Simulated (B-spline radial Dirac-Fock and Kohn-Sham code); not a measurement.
Method: Dirac-Fock orbitals of the configuration average with a finite nucleus. Computed with a B-spline atomic structure program.

**Question.** This computed X-ray form factor belongs to an atom or ion in its tabulated ground configuration. Which?

```
sin θ/λ (Å⁻¹)      f₀
         0.05  41.941
         0.15  41.476
          0.3  39.970
         0.45  37.662
          0.5  36.758
          0.8  30.648
          0.9  28.585
            4   6.356
            5   4.934
```

**Answer.** Pt³⁶⁺, with 42 electrons in [Kr] 4d6. f₀ tends to the number of electrons as s goes to zero, which the first rows give only roughly, and the rate of fall reflects the nuclear charge, 78.

**Question.** This computed X-ray form factor belongs to an atom or ion in its tabulated ground configuration. Which?

| sin θ/λ (Å⁻¹) | f₀ |
| --- | --- |
| 0.05 | 49.840 |
| 0.3 | 44.746 |
| 0.4 | 41.296 |
| 0.45 | 39.433 |
| 0.9 | 24.419 |
| 1.4 | 16.808 |
| 1.8 | 13.795 |
| 3.5 | 5.855 |
| 4 | 5.080 |

**Answer.** Ho¹⁷⁺, with 50 electrons in [Kr] 4d10 4f4. f₀ tends to the number of electrons as s goes to zero, which the first rows give only roughly, and the rate of fall reflects the nuclear charge, 67.

**Question.** This computed X-ray form factor belongs to an atom or ion in its tabulated ground configuration. Which?

```
sin θ/λ (Å⁻¹)      f₀
          0.2  29.223
         0.35  27.745
         0.45  26.452
          0.7  22.679
          0.8  21.118
          1.4  13.096
          1.6  11.128
            2   8.259
          3.5   4.585
```

**Answer.** Xe²⁴⁺, with 30 electrons in [Ar] 3d10 4s2. f₀ tends to the number of electrons as s goes to zero, which the first rows give only roughly, and the rate of fall reflects the nuclear charge, 54.
